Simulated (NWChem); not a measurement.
Program: NWChem. System: C2H5O, charge 0, spin multiplicity 2, at a geometry optimised with UB3LYP/def2-SVP. The structure started from a generated list of species. Its SCF solution wasn't tested for a lower state. Level: UHF/def2-TZVP.

Output (cleaned and shortened):

```
             Northwest Computational Chemistry Package (NWChem) 7.3.0
             --------------------------------------------------------

                                NWChem Input Module
                                -------------------

 Scaling coordinates for geometry "geometry" by  1.889725989
 (inverse scale =  0.529177249)

                             Geometry "geometry" -> ""
                             -------------------------

 Output coordinates in angstroms (scale by  1.889725989 to convert to a.u.)

  No.       Tag          Charge          X              Y              Z
 ---- ---------------- ---------- -------------- -------------- --------------
    1 C                    6.0000    -1.20973000    -0.17438400     0.21496300
    2 C                    6.0000     0.20967900     0.20937000     0.42507200
    3 O                    8.0000     1.04762100    -0.08609100    -0.61657200
    4 H                    1.0000    -1.78951700    -0.03599300     1.14046500
    5 H                    1.0000    -1.70254000     0.42328900    -0.58208900
    6 H                    1.0000    -1.28906500    -1.23244000    -0.08982000
    7 H                    1.0000     0.46664200     1.08636400     1.03563400
    8 H                    1.0000     1.93381600     0.23759300    -0.41182800

 Effective nuclear repulsion energy (a.u.)      74.8058401271

            Nuclear Dipole moment (a.u.)
            ----------------------------
        X                 Y               Z
 ---------------- ---------------- ----------------
    -0.0000037795     0.0000018897    -0.0000075589


 Summary of "ao basis" -> "" (spherical)
 ------------------------------------------------------------------------------
       Tag                 Description            Shells   Functions and Types
 ---------------- ------------------------------  ------  ---------------------
 *                         def2-tzvp                  on all atoms

 Summary of "ao basis" -> "ao basis" (spherical)
 ------------------------------------------------------------------------------
       Tag                 Description            Shells   Functions and Types
 ---------------- ------------------------------  ------  ---------------------
 C                         def2-tzvp                11       31   5s3p2d1f
 O                         def2-tzvp                11       31   5s3p2d1f
 H                         def2-tzvp                 4        6   3s1p
[...]
     5      7.111176  1 C  s                 36     -2.353174  2 C  s
   108     -2.298009  6 H  s                 96     -2.040337  4 H  s
   102     -1.831515  5 H  s                 43      1.148412  2 C  px
     4     -0.615443  1 C  s                120      0.598403  8 H  s
    45      0.495120  2 C  pz                12      0.331805  1 C  px

 center of mass
 --------------
 x =   0.09889221 y =  -0.01991634 z =  -0.04534785

 moments of inertia (a.u.)
 ------------------
          55.898733425762         -12.692431338078          48.506043138925
         -12.692431338078         210.770479705217          -8.259571136613
          48.506043138925          -8.259571136613         183.179447779160

  Mulliken analysis of the total density
  --------------------------------------

    Atom       Charge   Shell Charges
 -----------   ------   -------------------------------------------------------
    1 C    6     6.27   0.85  1.12  0.47  0.67  0.04  1.25  1.41  0.36  0.02  0.06  0.00
    2 C    6     5.97   0.85  1.12  0.49  0.63  0.14  1.18  1.17  0.25  0.03  0.10  0.01
    3 O    8     8.50   0.79  1.18  0.56  0.96  0.30  1.86  2.05  0.77  0.00  0.03  0.00
    4 H    1     0.90   0.26  0.50  0.12  0.02
    5 H    1     0.90   0.26  0.49  0.13  0.02
    6 H    1     0.89   0.26  0.49  0.12  0.02
    7 H    1     0.90   0.26  0.50  0.12  0.02
    8 H    1     0.66   0.25  0.34  0.03  0.05

  Mulliken analysis of the alpha density
  --------------------------------------

    Atom       Charge   Shell Charges
 -----------   ------   -------------------------------------------------------
    1 C    6     3.06   0.43  0.56  0.23  0.33  0.02  0.61  0.67  0.17  0.01  0.04  0.00
    2 C    6     3.52   0.43  0.56  0.27  0.35  0.09  0.77  0.80  0.18  0.01  0.05  0.01
    3 O    8     4.27   0.40  0.59  0.28  0.48  0.14  0.96  1.04  0.36  0.00  0.02  0.00
    4 H    1     0.45   0.13  0.25  0.06  0.01
    5 H    1     0.49   0.14  0.26  0.07  0.01
    6 H    1     0.46   0.13  0.25  0.06  0.01
    7 H    1     0.42   0.13  0.23  0.05  0.01
    8 H    1     0.33   0.12  0.17  0.02  0.02

   Mulliken analysis of the beta density
   -------------------------------------

    Atom       Charge   Shell Charges
 -----------   ------   -------------------------------------------------------
    1 C    6     3.21   0.43  0.56  0.24  0.35  0.03  0.64  0.74  0.19  0.01  0.02  0.00
    2 C    6     2.46   0.43  0.56  0.22  0.28  0.05  0.41  0.37  0.06  0.02  0.05  0.01
    3 O    8     4.23   0.40  0.59  0.28  0.48  0.15  0.90  1.01  0.41  0.00  0.01  0.00
    4 H    1     0.45   0.13  0.25  0.06  0.01
    5 H    1     0.41   0.12  0.23  0.05  0.01
    6 H    1     0.43   0.13  0.24  0.06  0.01
    7 H    1     0.49   0.14  0.27  0.07  0.01
    8 H    1     0.33   0.12  0.17  0.02  0.02

   Mulliken analysis of the spin density
   -------------------------------------

    Atom       Charge   Shell Charges
 -----------   ------   -------------------------------------------------------
    1 C    6    -0.14  -0.00  0.00 -0.01 -0.02 -0.01 -0.03 -0.06 -0.03  0.00  0.02  0.00
    2 C    6     1.06   0.00 -0.00  0.05  0.07  0.04  0.36  0.42  0.12 -0.00  0.00 -0.00
    3 O    8     0.04   0.00 -0.00  0.01  0.00 -0.01  0.06  0.03 -0.05  0.00  0.00  0.00
    4 H    1     0.01   0.00  0.00  0.00 -0.00
    5 H    1     0.07   0.02  0.04  0.02 -0.00
    6 H    1     0.02   0.01  0.01  0.00 -0.00
    7 H    1    -0.07  -0.01 -0.04 -0.02  0.00
    8 H    1    -0.01  -0.00 -0.00 -0.00  0.00

       Multipole analysis of the density wrt the origin
       ------------------------------------------------

     L   x y z        total         alpha         beta         nuclear
     -   - - -        -----         -----         ----         -------
     0   0 0 0      0.000000    -13.000000    -12.000000     25.000000

     1   1 0 0      0.235890     -0.106793      0.342686     -0.000004
     1   0 1 0      0.403235      0.154710      0.248524      0.000002
     1   0 0 1      0.357123     -0.254575      0.611706     -0.000008

     2   2 0 0    -11.326711    -59.306134    -57.526426    105.505849
     2   1 1 0      1.271963     -4.016499     -4.376500      9.664962
     2   1 0 1      0.190679     13.002426     13.757609    -26.569356
     2   0 2 0    -14.466331    -14.024543    -12.729040     12.287251
     2   0 1 1      0.225952     -2.472764     -2.958575      5.657290
     2   0 0 2    -15.595841    -22.076459    -19.560854     26.041471

 Task  times  cpu:        9.7s     wall:        9.7s

 Total times  cpu:        9.8s     wall:        9.8s
```

**Question.** Write an NWChem input that would produce this output.

**Answer.** This is not unique; one that fits is 
```
start mol
memory heap 200 mb stack 900 mb global 1100 mb
geometry units angstroms nocenter noautoz noautosym
  C     -1.209730    -0.174384     0.214963
  C      0.209679     0.209370     0.425072
  O      1.047621    -0.086091    -0.616572
  H     -1.789517    -0.035993     1.140465
  H     -1.702540     0.423289    -0.582089
  H     -1.289065    -1.232440    -0.089820
  H      0.466642     1.086364     1.035634
  H      1.933816     0.237593    -0.411828
end
basis spherical
  * library def2-tzvp
end
scf
  uhf
  nopen 1
  maxiter 100
  thresh 1e-7
  semidirect memsize 60000000 filesize 0
  # guess.movecs holds the orbitals of an unrestricted PBE0 run
  vectors input guess.movecs output mol.movecs
end
task scf energy
```
